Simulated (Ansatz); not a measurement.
A nudged elastic band was laid between two geometries of BrH + Cl2F2Ge (7 atoms, charge 0, multiplicity 1).

Level of theory: RKS PBE-D4/def2-SVP (Ansatz).

- movable images: 5
- climbing image: yes
- spring: 5.0 eV/Å²
- optimiser: quadratic models (default)
- start path: through a guess of the saddle point
- force threshold: 0.03 eV/Å
- iteration limit: 60
- end points: relaxed

Image 0:

```xyz
7
Properties=species:S:1:pos:R:3
Ge 0.206 0.000 -0.190
F 0.103 0.000 1.556
F 1.905 0.000 -0.526
Cl -0.667 1.783 -0.942
Cl -0.667 -1.783 -0.942
Br -3.255 0.000 1.714
H -1.881 0.000 2.151
```

Image 6:

```xyz
7
Properties=species:S:1:pos:R:3
Ge -0.632 -0.007 -0.592
F 0.060 0.035 3.131
F 0.847 -0.017 0.312
Cl -0.676 1.767 -1.785
Cl -0.682 -1.764 -1.809
Br -2.410 -0.015 0.881
H -0.762 0.003 2.681
```

What changes between the two ends?

Bonds broken: Ge1–F2, Br6–H7. Bonds formed: Ge1–Br6, F2–H7. BrH + Cl2F2Ge becomes BrCl2FGe + FH.

What energy profile does the band end with?

It converged. The highest image is number 2 of 0 to 6, 65.3 kJ/mol above the first end and 58.2 kJ/mol above the last; the last end lies 7.0 kJ/mol above the first. A vibrational analysis at the climbing image gives one clearly imaginary mode, 305i cm⁻¹: a first-order saddle point. The orbitals stay closed-shell, which can raise the energy where a bond breaks towards radicals; this wasn't checked here.

| image | path coordinate (Å) | energy (kJ/mol) | Ge1–F2 (Å) | Br6–H7 (Å) | Ge1–Br6 (Å) |
| --- | --- | --- | --- | --- | --- |
| 0 | 0.00 | 0.0 | 1.75 | 1.44 | 3.95 |
| 1 | 0.70 | 18.7 | 1.78 | 1.46 | 3.25 |
| 2 | 1.40 | 65.3 | 1.96 | 1.70 | 2.70 |
| 3 | 1.95 | 47.3 | 2.29 | 2.05 | 2.46 |
| 4 | 2.51 | 30.3 | 2.76 | 2.22 | 2.37 |
| 5 | 3.06 | 13.1 | 3.27 | 2.31 | 2.32 |
| 6 | 3.62 | 7.0 | 3.79 | 2.44 | 2.31 |

What is the geometry of the highest image?


```xyz
7
Properties=species:S:1:pos:R:3:forces:R:3
Ge -0.302 -0.003 -0.075 0.01 0.00 0.02
F -0.032 0.013 1.870 -0.02 0.00 -0.01
F 1.440 -0.008 -0.187 0.00 0.00 0.00
Cl -0.752 1.870 -1.018 -0.01 0.01 0.00
Cl -0.755 -1.868 -1.032 0.00 -0.01 0.00
Br -2.673 -0.011 1.219 0.00 0.00 -0.01
H -1.181 0.007 2.043 0.02 0.00 0.00
```

What are the harmonic wavenumbers there?

305i, 49, 92, 126, 146, 224, 226, 291, 382, 409, 460, 697, 745, 995, 1353 cm⁻¹.

Run time: 100 s on 4 threads of Arm Neoverse V1, on a shared host, peak memory 0.23 GiB.
